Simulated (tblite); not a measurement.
Compound: C3H5Ga.
Numbering: `[CH3:1][C:2]#[C:3][GaH2:4]` (hydrogens: H5, H6, H7 on C1; H8, H9 on Ga4)

All values are computed: GFN2-xTB (tblite) harmonic vibrations without scaling, gas phase. This tight-binding method is rough: wavenumbers can miss measured ones by several per cent, in bad cases by 10 to 20. Modes of hydrogen on gallium can be 10 to 20 % off.

Task: How many normal modes are there?

Result: 9 atoms, non-linear: 3N − 6 = 21.

Task: What is the point group of the computed structure, and how do the modes divide by symmetry?

Result: Cs. The vibrations span 14 a′ + 7 a″.

Task: How many distinct wavenumbers does the calculation give?

Result: 21: Cs has no degenerate species.

Task: How many fundamentals are allowed in the infrared by symmetry?

Result: 21 of 21: in Cs every mode is allowed. All fundamentals are allowed in the Raman spectrum.

Task: Zero-point energy?

Result: ½Σν̃ = 12335 cm⁻¹ = 35.3 kcal/mol (20 modes); those above 1550 cm⁻¹ give 20.8 kcal/mol of it. The slightly imaginary mode (9.0i cm⁻¹) is left out.

Task: How far is the lowest real mode excited at 200 K, as a harmonic oscillator?

Result: θ = hcν̃/k = 146 K for 101.3 cm⁻¹, so N1/N0 = 0.48 and ⟨v⟩ = 1/(exp(θ/T) − 1) = 0.93.
